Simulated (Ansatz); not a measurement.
Reaction (redistribution): `B[SiH2]O` + `CO[SiH2]C#N` → `B[SiH](O)OC` + `N#C[SiH3]`

Gas-phase electronic energies from Ansatz, PBE0-D4/def2-TZVP geometries. CBS: MP2 limit from def2 TZ/QZ plus the TZ coupled-cluster correction, frozen cores. This one scheme is used for every species. DFT in def2-TZVPP. One conformer a species, not always the lowest.

Task: Is it downhill or uphill in electronic energy at CCSD(T)/CBS, and by how much? (An estimate is asked.)

Result: Ansatz gave: Downhill: ΔE = -16.2 kJ/mol.

Task: What do these levels give: PBE0-D4, ωB97M-V, B2PLYP, PBE, r2SCAN, CCSD/def2-TZVPP, CCSD(T)/def2-TZVPP, HF/def2-QZVPP, SCS-MP2/def2-QZVPP, HF/CBS(def2), MP2/CBS(def2), CCSD/CBS(def2)? (An estimate is asked.)

Result: Computed: PBE0-D4 -15.7, ωB97M-V -16.3, B2PLYP -16.2, PBE -16.1, r2SCAN -14.8, CCSD/def2-TZVPP -16.5, CCSD(T)/def2-TZVPP -17.1, HF/def2-QZVPP -13.3, SCS-MP2/def2-QZVPP -15.5, HF/CBS(def2) -13.2, MP2/CBS(def2) -15.9, CCSD/CBS(def2) -15.6 kJ/mol.

Largest T1 diagnostic among the species: 0.013.

In def2-TZVPP, CCSD(T) changes the Hartree–Fock value by −3.4 kJ/mol (the triples alone add −0.6 kJ/mol) and MP2 by −3.1 kJ/mol.
